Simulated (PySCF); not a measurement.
Precursor series Mo Cl-F. All species are isolated molecules in the gas phase.

Level of theory: B3LYP-D3(BJ)/def2-TZVP // TPSS-D3(BJ)/def2-SVP in PySCF. All candidates: neutral, multiplicity 1. B3LYP has the VWN-RPA correlation part, as in Gaussian. 

```yaml
HOMO–LUMO gap: 2.73 eV
LUMO: -6.24 eV
HOMO: -8.97 eV
```

Q: Which member has these values?
A. [Mo(F)6]
B. [Mo(Cl)5(F)]
C. [Mo(Cl)3(F)3]
D. [Mo(Cl)(F)5]

A: B, [Mo(Cl)5(F)]. The others give [Mo(Cl)3(F)3]: 3.07 eV, -6.35 eV, -9.42 eV; [Mo(F)6]: 6.31 eV, -6.20 eV, -12.51 eV; [Mo(Cl)(F)5]: 4.19 eV, -6.23 eV, -10.42 eV
